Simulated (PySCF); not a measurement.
An equivalent PySCF input for Ne⁺ (neon, charge +1), [He] 2s2 2p5, 2P determinant, with scalar relativity by spin-free X2C-1e:

```python
from pyscf import gto, scf, dft, mp, cc
import basis_set_exchange as bse
mol = gto.M(atom="Ne 0 0 0", charge=1, spin=1, symmetry="D2h",
            basis=gto.basis.parse(bse.get_basis("cc-pVTZ-DK", elements=["Ne"], fmt="nwchem", header=False)),
            nucmod="G")
mf = scf.UHF(mol).sfx2c1e()
mf.irrep_nelec = {'Ag': (2, 2), 'B1u': (1, 1), 'B2u': (1, 1), 'B3u': (1, 0)}
mf.kernel()
```

It reaches the same state as the run whose output follows, and the same energy. The run itself started from symmetry-adapted Hartree-Fock orbitals and held the occupation by maximum overlap, so the iterations belong to that start.

```
SCF conv_tol = 1e-09
number electrons alpha = 5  beta = 4
cycle= 1 E= -127.946345411553  delta_E= -0.00468  |g|= 0.031  |ddm|= 0.0325
cycle= 2 E= -127.946519373442  delta_E= -0.000174  |g|= 0.00628  |ddm|= 0.00713
cycle= 3 E= -127.946527610149  delta_E= -8.24e-06  |g|= 0.000264  |ddm|= 0.00221
cycle= 4 E= -127.946527645646  delta_E= -3.55e-08  |g|= 9.33e-05  |ddm|= 0.00036
cycle= 5 E= -127.946527649823  delta_E= -4.18e-09  |g|= 3.09e-05  |ddm|= 0.000153
cycle= 6 E= -127.946527650238  delta_E= -4.15e-10  |g|= 3.21e-06  |ddm|= 6.26e-05
converged SCF energy = -127.946527650238  <S^2> = 0.75247618  2S+1 = 2.0024747
```
